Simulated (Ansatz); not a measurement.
Consider the substitution at a C–Si bond: `C[SiH](C)O[SiH3]` + `[OH][Al]([OH])[Cl]` → `C[O][Al]([OH])[Cl]` + `C[SiH2]O[SiH3]`.

Isolated molecules relaxed with PBE0-D4/def2-TZVP in Ansatz; ΔE leaves out vibrations. CCSD(T)/CBS is the MP2 limit (def2-TZVPP, def2-QZVPP) plus CCSD(T) − MP2 in def2-TZVPP, frozen cores. This one scheme is used for every species. Functionals use def2-TZVPP. One conformer a species, not always the lowest.

`C[SiH](C)O[SiH3]`:

Cartesian coordinates in Å:
```
C -0.288 1.167 -1.850
Si -0.347 0.564 -0.093
C 1.027 1.288 0.935
O -0.215 -1.077 -0.117
Si -0.374 -2.445 0.753
H -1.092 0.723 -2.441
H 0.663 0.903 -2.320
H -0.398 2.254 -1.891
H -1.660 0.917 0.522
H 2.005 1.038 0.514
H 0.945 2.378 0.975
H 0.994 0.912 1.960
H -0.092 -3.602 -0.132
H 0.584 -2.457 1.892
H -1.754 -2.564 1.295
```

`[OH][Al]([OH])[Cl]`:

Z-matrix (Å, degrees):
```
Al
O 1 1.680
Cl 1 2.092 2 120.9
O 1 1.680 2 118.2 3 179.9
H 2 0.955 1 122.5 3 0.0
H 4 0.955 1 122.5 2 -180.0
```

`C[O][Al]([OH])[Cl]`:

Cartesian coordinates in Å:
```
C 0.471 0.652 -1.508
O -0.119 -0.282 -0.649
Al -0.311 -0.431 1.000
O -1.121 -1.774 1.603
Cl 0.450 1.037 2.283
H 0.923 1.490 -0.967
H 1.250 0.167 -2.104
H -0.281 1.052 -2.195
H -1.261 -1.910 2.538
```

`C[SiH2]O[SiH3]`:

Cartesian coordinates in Å:
```
C 1.383 -0.175 1.693
Si 0.801 -0.491 -0.040
O -0.632 0.272 -0.270
Si -1.840 0.588 -1.321
H 1.520 0.894 1.869
H 2.339 -0.675 1.870
H 0.662 -0.553 2.421
H 0.619 -1.951 -0.276
H 1.790 0.022 -1.029
H -2.838 1.446 -0.638
H -2.491 -0.675 -1.760
H -1.314 1.298 -2.518
```

**Question.** Is it downhill or uphill in electronic energy at CCSD(T)/CBS, and by how much? (An estimate is asked.)

**Answer.** Ansatz gave: Uphill: ΔE = +1.15 eV.

**Question.** What do these levels give: PBE-D4, r2SCAN-D4, PBE0-D4, HF/def2-TZVPP, CCSD/def2-TZVPP, SCS-MP2/def2-QZVPP? (Estimate.)

**Answer.** Computed: PBE-D4 1.12, r2SCAN-D4 1.14, PBE0-D4 1.13, HF/def2-TZVPP 0.92, CCSD/def2-TZVPP 1.09, SCS-MP2/def2-QZVPP 1.11 eV.

Largest T1 diagnostic among the species: 0.011.

The D4 term adds +0.04 eV with B3LYP and +0.02 eV with PBE0; it sums over pairs of atoms, weighted by their polarisabilities, and B3LYP, whose exchange is more repulsive, gets the larger term. In def2-TZVPP, CCSD(T) changes the Hartree–Fock value by +0.19 eV (the triples alone add +0.02 eV) and MP2 by +0.26 eV.

B3LYP here is the variant with VWN-RPA as its local correlation; programs differ in this.
